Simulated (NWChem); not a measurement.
Species: CH2N, doublet; SMILES C=[N]

All runs: NWChem. Spin-unrestricted. In the optimisation the excess spin sits in b2 (C2v, its own frame). Geometry: optimised at PBE0/def2-SVP, spin-unrestricted. No stability test was run on the SCF state.

Question: Taking PBE/def2-QZVP as the yardstick, which of these has the fewest basis functions while keeping “dipole (D)” within 0.1 D of it: PBE/aug-pcseg-1; PBE/3-21G; PBE/def2-TZVPP; PBE/pcseg-1; PBE/pcseg-2?

Answer: PBE/pcseg-1.
```
level            basis functions  dipole (D)
---------------  ---------------  ----------
PBE/3-21G                     22        2.24
PBE/pcseg-1                   38        2.44
PBE/aug-pcseg-1               64        2.48
PBE/pcseg-2                   88        2.48
PBE/def2-TZVPP                90        2.43
PBE/def2-QZVP                174        2.46
```

The yardstick is one finite set, not the basis-set limit.
